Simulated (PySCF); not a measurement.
# What builds the second ionisation energy along group 14

All values are computed (PySCF 2.14, energy differences of UHF-based or UKS calculations, no spin-orbit coupling). Each column adds one step, in eV (sums use unrounded values): valence MP2, valence CCSD, valence triples, then the next inner shell at CCSD(T) (C 1s, Si 2s 2p, Ge 3s 3p 3d, Sn 4s 4p 4d, Pb 5s 5p 5d). References (NIST) marked * lie between the lowest fine-structure levels; the others compare directly ((s) semi-empirical, (t) theoretical).

| element | UHF | + MP2 | + CCSD | + (T) | + inner shell | sum | reference |
| --- | --- | --- | --- | --- | --- | --- | --- |
| C [He] 2s2 2p1 → [He] 2s2 (def2-TZVPPD, non-relativistic) | 24.170 | 0.203 | -0.169 | 0.031 | 0.022 | 24.257 | 24.378 |
| Ge [Ar] 3d10 4s2 4p1 → [Ar] 3d10 4s2 (def2-TZVPPD, non-relativistic) | 15.218 | 0.233 | 0.072 | 0.022 | 0.096 | 15.640 | 15.789 |
| Sn [Kr] 4d10 5s2 5p1 → [Kr] 4d10 5s2 (def2-TZVPPD with the def2 core potential (28 electrons), ECP) | 13.749 | 0.198 | 0.063 | 0.018 | 0.110 | 14.139 | 14.282 |
| Pb [Xe] 4f14 5d10 6s2 6p1 → [Xe] 4f14 5d10 6s2 (def2-TZVPPD with the def2 core potential (60 electrons), ECP) | 13.202 | 0.182 | 0.051 | 0.011 | 0.113 | 13.558 | 13.869 |

Task: Estimate the missing row, Si [Ne] 3s2 3p1 → [Ne] 3s2 (def2-TZVPPD, non-relativistic).

Result: The calculation gives UHF 15.842; + MP2 0.259; + CCSD 0.114; + (T) 0.030; + inner shell -0.008; sum 16.237. The reference value is 16.322.

What remains against the references is mostly basis incompleteness.

These are valence bases, so the inner-shell step is incomplete.
